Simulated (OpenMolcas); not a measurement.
Cr3+ (d3) among equal point charges was computed by CASSCF with the d shell active (OpenMolcas, ANO-RCC-VDZP on the metal). Its lowest spin-free states, and all those of the highest spin:

```csv
2S+1,Degeneracy,E (cm-1)
4,2,0.0
4,2,3461
2,2,17571
2,2,17664
2,2,17759
2,2,19355
2,1,20855
2,2,20892
2,2,21389
4,1,22816
2,1,22947
2,2,24522
4,2,25589
4,2,34144
4,1,44619
```

**Question.** Is the site octahedral, tetrahedral or cube-like, axial, or of lower symmetry?

**Answer.** The states with 2S+1 = 4 have orbital degeneracies 2, 2, 1, 2, 2, 1. There are pairs but no triples, so the site is axial: not cubic, but with a proper or improper axis of order three or more. The run had Cr3+ among 5 point charges of -2.6 e arranged as a trigonal bipyramid (D3h), 1.6 Å from the ion, with the axial distance 1.424 Å. The active orbitals were held to one l.

An orbital doublet at a regular site is open to a Jahn-Teller distortion, which this geometry leaves out. Without dynamic correlation the repulsion within the d shell is too large (B by tens of per cent), so at a given field states of lower spin stand too high. This is an electrostatic model: the charges have no orbitals. An unlabelled pair can be two single states that coincide in this model. No measured value stands beside these numbers.
